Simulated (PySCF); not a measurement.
C4H8BN, SMILES C1B(C(C)=C1)N. Geometry: PBE-D3(BJ)/def2-SVP. This is a generated structure with no PubChem entry under its InChIKey; it may be hypothetical. The values are those of a single conformer.

Computed equilibrium geometry at PBE-D3(BJ)/def2-SVP (PySCF confirms it by a frequency run) as a Z-matrix, and its point group (one conformer of several):
point group Cs.
```
C
C 1 1.3675
H 2 1.1110 1 129.51
C 1 1.4935 2 131.03 3 0.00
H 4 1.1100 1 112.46 2 0.00
H 4 1.1115 5 107.81 1 123.01
H 4 1.1115 5 107.81 6 113.97
C 2 1.5289 3 128.55 1 180.00
H 8 1.1127 2 115.14 3 63.18
H 8 1.1127 9 107.79 2 130.04
B 1 1.5710 2 87.57 3 180.00
N 11 1.3994 1 136.04 2 180.00
H 12 1.0202 11 122.94 1 180.00
H 12 1.0204 13 113.77 11 180.00
```
Charge 0, spin multiplicity 1.
